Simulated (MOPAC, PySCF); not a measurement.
H$_{8}$N$_{4}$Si, SMILES `N[Si](N)(N)N`, neutral singlet in the gas phase. 

Cartesian coordinates (Å):
```xyz
13

N     -0.9112    -0.7341    -1.2631
Si    -0.0015    -0.0019     0.0018
N     -0.3855     1.6585     0.2447
N     -0.3968    -0.9969     1.3498
N      1.6875     0.0649    -0.3245
H     -1.8804    -0.9762    -1.1140
H     -0.7456    -0.4741    -2.2244
H     -1.3491     1.9571     0.2829
H      0.1958     2.2299     0.8413
H     -0.1479    -0.7086     2.2847
H     -0.3705    -2.0027     1.2607
H      2.0491     0.7422    -0.9808
H      2.2370    -0.7818    -0.3366
```
Charge 0, multiplicity 1.

All levels are single points at this geometry (TPSSh-D3(BJ)/def2-TZVP); Pople sets use spherical d functions. Orbital energies aren't observables, and empty levels follow the basis.

```tsv
level	HOMO (eV)	LUMO (eV)	gap (eV)	dipole (D)	vertical IE, Delta-SCF (eV)
TPSSh-D3(BJ)/def2-TZVP in PySCF	-5.88	0.58	6.46	0.00	8.31
B3LYP/6-31G* in PySCF	-5.94	1.81	7.75	0.00	8.19
B3LYP/LANL2DZ in PySCF	-6.19	2.13	8.32	0.00	–
BP86/6-31G* in PySCF	-4.79	1.23	6.02	0.00	–
M06-2X/6-31G* in PySCF	-7.73	2.97	10.70	0.00	–
SVWN5/6-31G* in PySCF	-4.77	1.08	5.85	0.00	7.80
HF/3-21G in PySCF	-9.92	6.70	16.62	0.00	–
PM3 in MOPAC	-8.36	1.21	9.56	0.00	–
PM6 in MOPAC	-8.97	1.71	10.68	0.00	–
```
